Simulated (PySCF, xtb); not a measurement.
BH4N, SMILES BN.

GFN2-xTB run with xtb 6.7.1 at its own geometry gives an orbital gap of 6.07 eV and a dipole moment of 2.13 D.

Coordinates come from a B3LYP-D3(BJ)/def2-TZVP optimisation.

Question: What does r2SCAN/def2-TZVPD in PySCF give? (Estimate from the structure and the level; the computed values follow.)

Answer: gap 7.20 eV (levels -7.59 and -0.38 eV), dipole 1.95 D.
